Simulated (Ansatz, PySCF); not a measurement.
Reaction (SMILES): [Se]=C=[Se] → [Se]=C=[Se] as doublet, charge -1 (an electron is taken up)
Structures are relaxed separately at B3LYP-D3(BJ)/def2-TZVP in Ansatz (an electronic-structure program).

Wanted: adiabatic electron affinity (0 K, with B3LYP-D3(BJ) harmonic zero-point energies from PySCF), positive where the reaction releases energy, in eV. Cores are frozen in the correlated levels unless marked. Open shells are spin-unrestricted. Spin-orbit coupling is left out. Frozen are the shells of the preceding noble gas and the d and f shells that filled before the atom's block. No relativistic terms. Anions need diffuse functions: aug- sets have them; def2-D sets add few; the other sets have none. CBS(X,Y): correlation extrapolated as X^-3; Hartree-Fock from the larger set. [CCSD(T)-MP2]/basis is that difference in the basis named.

| level | program | adiabatic electron affinity (eV) |
|---|---|---|
| HF/def2-TZVPD | PySCF | 0.91 |
| HF/cc-pVQZ | Ansatz | 0.88 |
| BHLYP-D4/def2-TZVPD | Ansatz + dftd4 | 0.99 |
| M06-2X/def2-TZVPD | PySCF | 0.91 |
| HSE06-D4/def2-TZVPD | Ansatz + dftd4 | 0.91 |
| CCSD(T)/STO-3G | Ansatz | -4.62 |
| RI-MP2/CBS(aug-cc-pVTZ,aug-cc-pVQZ)+[CCSD(T)-MP2]/aug-cc-pVTZ | Ansatz | 0.88 |
